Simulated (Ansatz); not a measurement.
Ansatz (a first-principles code) input (wB97M-V/def2-TZVPD):

Ansatz 0.2 input:
```yaml
crystal:
  periodic: [false, false, false]
  atoms:
    - {symbol: Si, position_ang: [-0.35704384, -0.37030622, 0.01324694]}
    - {symbol: O, position_ang: [-0.70981635, 1.20507071, -0.33057148]}
    - {symbol: O, position_ang: [1.26692032, -0.64190074, 0.17883183]}
    - {symbol: H, position_ang: [-0.90499835, -0.77209832, 1.34088646]}
    - {symbol: H, position_ang: [-0.39333793, 1.90054999, 0.25627570]}
    - {symbol: H, position_ang: [1.84011813, -0.44952425, -0.56870202]}
basis:
  gaussian:
    orbitals: def2-TZVPD
hamiltonian:
  xc: {name: wB97M-V}
magnetization: {spin_polarized: true, initial_magnetization: 1}
output: {forces: true}
```

Output:

```
Functional definition: wB97M-V
integrals: 0.08 GiB planned
805 factors; their error is unknown
integrals: 0.12 GiB planned
282 factors; integrals over basis functions are off by at most 1.3e-5 eV
0.25 GiB of the device are held for the grids
1.04 GiB of device memory are held for the factors and their scratch space
mean field: 0.87 GiB planned
mean field evaluation 1: about -12015.1555 eV, gradient 4.5e1 eV
mean field evaluation 2: about -12012.9741 eV, gradient 5.3e1 eV
mean field evaluation 4: about -12021.8243 eV, gradient 8.8e-1 eV
mean field evaluation 8: about -12021.8365 eV, gradient 5.0e-2 eV
mean field evaluation 16: about -12021.8416 eV, gradient 1.1e-4 eV
mean field -12021.84158554 eV, -441.7945295717 hartree, gradient 4.2e-5 eV, S^2 0.751225; 0 other end points of the search recorded, 0 dependent functions left out
the calculation of the forces begins
reference -12021.84164614 eV, -441.7945317986 hartree; 17, 16 occupied and 133, 134 virtual orbitals, 805 factors
Total energy: -12021.84164614 eV, -441.7945317986 hartree
Atom 0 at    -0.357044    -0.370306     0.013247 Å, force     0.005928    -0.032070     0.026362 eV/Å
Atom 1 at    -0.709816     1.205071    -0.330571 Å, force     0.030361     0.017025     0.044884 eV/Å
Atom 2 at     1.266920    -0.641901     0.178832 Å, force    -0.023234     0.033476    -0.018334 eV/Å
Atom 3 at    -0.904998    -0.772098     1.340886 Å, force     0.030219     0.029893    -0.052142 eV/Å
Atom 4 at    -0.393338     1.900550     0.256276 Å, force    -0.009726    -0.043326    -0.027637 eV/Å
Atom 5 at     1.840118    -0.449524    -0.568702 Å, force    -0.033548    -0.004997     0.026866 eV/Å
Dipole moment:     0.204863     0.190207    -0.020760 e Å
```

It need not be the lowest isomer of its formula.
